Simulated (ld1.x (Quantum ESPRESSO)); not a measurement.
# Plane-wave convergence, TM semilocal potential for I

I (Z = 53), norm-conserving Troullier–Martins (semilocal form), made with ld1.x (Quantum ESPRESSO) 7.5 (LDA (PZ), scalar-relativistic). Core [Ar] 3d10, reference 4s2 4p6 4d10 5s2 5p3 (charge +2). Waves: 4p (bound): rc 0.90 bohr; 4d (bound): rc 1.50 bohr; 4s (bound): rc 0.95 bohr. Local part: the s channel. Core correction: none.

Occupied shells without a wave of their own: 5p, 5s. They enter only through the test configuration that unscreens the potential.

The pseudo-atom Hamiltonian at the reference potential is diagonalised in spherical Bessel functions j_l(qr) that vanish at 20 bohr, with q² up to the cutoff. All-electron valence levels (Ry): 4p -10.8599, 5p -1.8175, 4d -5.1937, 4s -14.7440, 5s -2.6697.

Task: How do the lowest levels (Ry) of each channel move with the cutoff, and are there ghosts?

Result:

```
cutoff (Ry)      p #1     p #2     d #1     d #2      s #1     s #2     s #3  Σ f·Δε (mRy)
          8   -5.4443  -1.0357  -1.4334  -0.4508  -12.4707  -2.0552  -0.6593       78471.9
         25  -10.1676  -1.6737  -3.2354  -0.6567  -13.5816  -2.6041  -0.8008       26877.9
         50  -10.6847  -1.8126  -4.9184  -0.7866  -14.4449  -2.6926  -0.8174        4625.3
        100  -10.8326  -1.8271  -5.1931  -0.8106  -14.6855  -2.7664  -0.8344         318.3
        180  -10.8557  -1.8321  -5.1936  -0.8107  -14.7409  -2.7724  -0.8355          36.5
        400  -10.8601  -1.8326  -5.1937  -0.8107  -14.7440  -2.7734  -0.8358           0.0
```

Result: no extra level below or beside the all-electron valence levels (p, d, s tested); the semilocal form is local in each channel, so this says nothing of the separable form that plane-wave codes build from it; 10 mRy is reached at 230 Ry and 1 mRy at over 300 Ry.

The potential misses its own reference levels by up to 1.4 eV, so it is not fit for use. Its largest configuration-test error is -576 meV.
